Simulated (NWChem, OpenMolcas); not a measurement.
## How basis sets differ on GaSiH3F2 (SMILES [F][Ga]([F])[SiH3])

The species is GaSiH3F2 (7 atoms), meant as a singlet with charge 0. SMILES: `[F][Ga]([F])[SiH3]`. Geometry: relaxed at PBE0-D4/def2-TZVP.

Each level gives the HOMO–LUMO gap (eV). The values are calculated.

```tsv
level	kind	program	value (eV)
HF/ANO-S-MB	Hartree–Fock	OpenMolcas	12.86
HF/STO-3G	Hartree–Fock	OpenMolcas	12.61
HF/3-21G	Hartree–Fock	NWChem	12.94
HF/6-31G* (spherical functions)	Hartree–Fock	OpenMolcas	13.03
```

All-electron rows without a relativistic Hamiltonian named are non-relativistic. The values span 12.61 to 13.03 eV. A Hartree–Fock LUMO above zero doesn't converge with the basis: it sinks as sets grow more diffuse. Orbital gaps aren't excitation energies.
